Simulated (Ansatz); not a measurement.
Relaxation of CH5N2Sb (9 atoms, charge 0, multiplicity 1), to a largest force component of 0.015 eV/Å in at most 40 steps.

Computed with Ansatz 0.2.0, RKS B3LYP-D4/def2-SVP.

```xyz
9
Properties=species:S:1:pos:R:3
N -0.833 1.300 0.958
Sb -0.586 -0.730 0.916
C 1.084 -0.533 -0.347
N 0.029 -0.664 -1.169
H -1.460 1.544 1.772
H -1.468 1.593 0.113
H 1.825 -1.410 -0.386
H 1.592 0.499 -0.415
H -0.092 -1.647 -1.459
```

**Question.** Where does it end, and by what steps?

**Answer.** The run converged. After 14 steps the energy has fallen by 0.576 eV; H6 moved furthest, 0.70 Å.

```csv
step,energy less start (eV),largest force component (eV/Å),accepted
0,0.0000,5.352,yes
1,-0.4530,1.434,yes
2,-0.5178,0.476,yes
3,-0.5428,0.238,yes
4,-0.5470,0.335,yes
5,-0.5402,0.595,no
6,-0.5624,0.196,yes
7,-0.5701,0.131,yes
8,-0.5659,0.500,no
9,-0.5730,0.043,yes
10,-0.5750,0.107,yes
11,-0.5758,0.072,yes
12,-0.5763,0.025,yes
13,-0.5761,0.044,no
14,-0.5763,0.005,yes
```

```xyz
9
Properties=species:S:1:pos:R:3
N -1.073 1.309 0.761
Sb -0.770 -0.737 0.749
C 1.176 -0.587 -0.371
N 0.108 -0.704 -1.269
H -0.823 1.740 1.651
H -2.031 1.578 0.535
H 1.897 -1.403 -0.219
H 1.575 0.425 -0.238
H 0.030 -1.667 -1.615
```

Run time: 81 s on 1 thread of Intel(R) Xeon(R) Processor @ 2.70GHz, with other jobs on the host, peak memory 0.22 GiB.
